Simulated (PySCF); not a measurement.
**Correlation energy of Ar²⁺ (argon, charge +2)**

[Ne] 3s2 3p4, high-spin 3P determinant. Computed with PySCF 2.14 in ANO-RCC-VTZP, with the spin-free X2C one-electron Hamiltonian (Gaussian nucleus). Frozen: [Ne]; 6 electrons correlated.

```
  level  correlation energy (mhartree)
   CCSD                        -157.85
    (T)                          -4.07
CCSD(T)                        -161.92
  CCSDT                        -162.60
```

Diagnostics: T1 = 0.0077, D1 = 0.0250, largest double amplitude 0.050.

Is a single reference adequate?

Yes: T1 lies below 0.03 and no double amplitude reaches 0.07.
